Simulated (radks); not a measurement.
Q: The thallium ion Tl+, [Hg]. Calculated with a radial shooting solver on a logarithmic mesh with Libxc functionals: non-relativistic Kohn-Sham, PBE, spin-polarised, spherical densities, point nucleus. Every spin shell is full or empty, so the densities are truly spherical. Functionals are evaluated on that one density, not self-consistently. Rank these exchange functionals by their error against the exact value of the orbitals, and give that value: LDA, RPBE, OPTX, AM05, G96, EV93, SCAN, MS2, TASK, MVS.

A: Exact: -351.880 hartree. From best to worst, with 100 (|E| - |E exact|)/|E exact| (equal figures are ties): SCAN +0.06, MVS +0.08, RPBE -0.21, G96 +0.47, EV93 -0.50, MS2 -0.66, TASK -1.80, OPTX +1.92, AM05 -3.58, LDA -3.77.
